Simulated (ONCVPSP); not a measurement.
# u(r) = r·R(r): atom against pseudo-atom (Pd (Z = 46))

Columns: radius, all-electron u(r) and pseudo u(r) of the 4d shell (level -4.11 eV) of palladium in the configuration [Ar] 3d10 4s2 4p6 4d10; PBE, non-relativistic, ONCV scheme, ONCVPSP 4.0.1.

| r (bohr) | all-electron | pseudo |
| --- | --- | --- |
| 0.095 | -0.1727 | 0.0026 |
| 0.190 | -0.3971 | 0.0195 |
| 0.285 | -0.3760 | 0.0619 |
| 0.380 | -0.1788 | 0.1351 |
| 0.475 | 0.0780 | 0.2377 |
| 0.570 | 0.3220 | 0.3624 |
| 0.665 | 0.5215 | 0.4972 |
| 0.760 | 0.6684 | 0.6274 |
| 0.855 | 0.7656 | 0.7392 |
| 0.950 | 0.8212 | 0.8224 |
| 1.045 | 0.8446 | 0.8725 |
| 1.140 | 0.8447 | 0.8899 |
| 1.235 | 0.8287 | 0.8793 |
| 1.330 | 0.8022 | 0.8471 |
| 1.425 | 0.7693 | 0.8016 |
| 1.520 | 0.7327 | 0.7509 |
| 1.615 | 0.6945 | 0.7020 |
| 1.710 | 0.6562 | 0.6579 |
| 1.805 | 0.6184 | 0.6185 |
| 1.900 | 0.5819 | 0.5819 |
| 1.995 | 0.5469 | 0.5469 |
| 2.090 | 0.5136 | 0.5136 |
| 2.185 | 0.4822 | 0.4822 |
| 2.280 | 0.4526 | 0.4526 |
| 2.375 | 0.4247 | 0.4247 |
| 2.470 | 0.3986 | 0.3986 |

Question: How many radial nodes do the two functions have?

Answer: The all-electron 4d function has n − l − 1 = 1; the pseudo-wave has 0, since the states of the same l below it are removed with the core.

Question: At about which radius was the pseudo-wave matched?

Answer: 1.90 bohr, where the columns begin to agree (steps of 0.10 bohr).

Question: Is the pseudo-wave norm-conserving?

Answer: Yes: the ONCV scheme keeps the norm inside the radius equal to the all-electron one, which fixes the energy derivative of the logarithmic derivative at the level.
